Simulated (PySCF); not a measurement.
**From a computed spectrum to the compound**

A species of 16 atoms with charge 0 has these harmonic modes (PBE0, small Gaussian bases with core potentials, PySCF 2.14.0):

```
cm⁻¹  km/mol  symmetry
 -21       –       a''
  44     0.0       e''
  44     0.0       e''
  93     7.3        e'
  93     7.3        e'
 119     0.0       a''
 465   170.8        e'
 465   170.8        e'
 471     0.0        a'
 520     0.0        a'
 558     5.2        e'
 558     5.2        e'
 568     0.0       e''
 568     0.0       e''
 578     0.6       a''
1083     0.0        a'
1085    12.9        e'
1085    12.9        e'
1094    57.2       a''
1099     0.0       e''
1099     0.0       e''
1191   368.4        e'
1191   368.4        e'
1215     0.0        a'
1243     4.9        e'
1243     4.9        e'
1244     0.0       e''
1244     0.0       e''
1247     8.8       a''
1250     0.0        a'
2242     0.0       e''
2242     0.0       e''
2247     0.0        a'
2248   245.9        e'
2248   245.9        e'
2250   480.4       a''
2304     0.0        a'
2316   164.9        e'
2316   164.9        e'
2638   169.0        e'
2638   169.0        e'
2640     0.0        a'
```

Problem. Which species is it, and in which structure?

Solution. Ce(BH4)3 (singlet in the valence; each metal's 4f electrons, 1 of them, lie in its core potential, out of spins and levels):
```xyz
16

Ce    0.0000    0.0000    0.0000
B     2.5724    0.0114    0.0000
H     3.7782   -0.0080    0.0000
H     2.0728   -0.5766    0.9952
H     2.0728   -0.5766   -0.9952
H     2.0965    1.1672    0.0000
B    -1.2961    2.2220    0.0000
H    -1.8821    3.2760    0.0000
H    -0.5371    2.0834    0.9952
H    -0.5371    2.0834   -0.9952
H    -2.0591    1.2320    0.0000
B    -1.2763   -2.2335    0.0000
H    -1.8960   -3.2680    0.0000
H    -1.5357   -1.5068    0.9952
H    -1.5357   -1.5068   -0.9952
H    -0.0374   -2.3992    0.0000
```
 Negative wavenumbers this small are taken as noise. An lcecp potential fixes the number of 4f electrons, so in runs with it no electron can move into or out of that shell.
 The answer isn't unique; the calculation gave this one.
